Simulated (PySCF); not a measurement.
# Ru²⁺ (ruthenium, charge +2) across methods

[Kr] 4d6, high-spin 5D determinant. Computed with PySCF 2.14 in x2c-TZVPPall with one added diffuse shell each of s, p, d, f type (9s7p7d3f1g, 95 functions), with scalar relativity by spin-free X2C-1e.

```json
{"method": "TPSS", "E (hartree)": "-4529.25", "mean ε 4p β (eV)": "-64.733", "mean ε 4d α (eV)": "-25.258", "mean ε 4d β (eV)": "-22.760", "Σ⟨r²⟩ (bohr²)": "30.88", "⟨S²⟩": "6.001"}
{"method": "r2SCAN", "E (hartree)": "-4529.43", "mean ε 4p β (eV)": "-65.261", "mean ε 4d α (eV)": "-25.674", "mean ε 4d β (eV)": "-22.765", "Σ⟨r²⟩ (bohr²)": "30.75", "⟨S²⟩": "6.002"}
{"method": "PBE", "E (hartree)": "-4529.01", "mean ε 4p β (eV)": "-64.523", "mean ε 4d α (eV)": "-25.324", "mean ε 4d β (eV)": "-22.696", "Σ⟨r²⟩ (bohr²)": "30.97", "⟨S²⟩": "6.001"}
{"method": "M06", "E (hartree)": "-4529.46", "mean ε 4p β (eV)": "-67.442", "mean ε 4d α (eV)": "-26.925", "mean ε 4d β (eV)": "-24.157", "Σ⟨r²⟩ (bohr²)": "30.70", "⟨S²⟩": "6.002"}
{"method": "LDA", "E (hartree)": "-4524.35", "mean ε 4p β (eV)": "-64.863", "mean ε 4d α (eV)": "-25.442", "mean ε 4d β (eV)": "-22.789", "Σ⟨r²⟩ (bohr²)": "31.03", "⟨S²⟩": "6.001"}
{"method": "LC-wPBE", "E (hartree)": "-4529.02", "mean ε 4p β (eV)": "-69.808", "mean ε 4d α (eV)": "-29.944", "mean ε 4d β (eV)": "-27.228", "Σ⟨r²⟩ (bohr²)": "30.75", "⟨S²⟩": "6.001"}
{"method": "TPSSh", "E (hartree)": "-4529.26", "mean ε 4p β (eV)": "-65.811", "mean ε 4d α (eV)": "-25.998", "mean ε 4d β (eV)": "-23.390", "Σ⟨r²⟩ (bohr²)": "30.81", "⟨S²⟩": "6.001"}
{"method": "UHF", "E (hartree)": "-4527.21020", "mean ε 4p β (eV)": "-74.166", "mean ε 4d α (eV)": "-31.855", "mean ε 4d β (eV)": "-27.995", "Σ⟨r²⟩ (bohr²)": "30.62", "⟨S²⟩": "6.003"}
{"method": "PBE0", "E (hartree)": "-4529.10", "mean ε 4p β (eV)": "-67.280", "mean ε 4d α (eV)": "-27.161", "mean ε 4d β (eV)": "-24.287", "Σ⟨r²⟩ (bohr²)": "30.79", "⟨S²⟩": "6.001"}
```
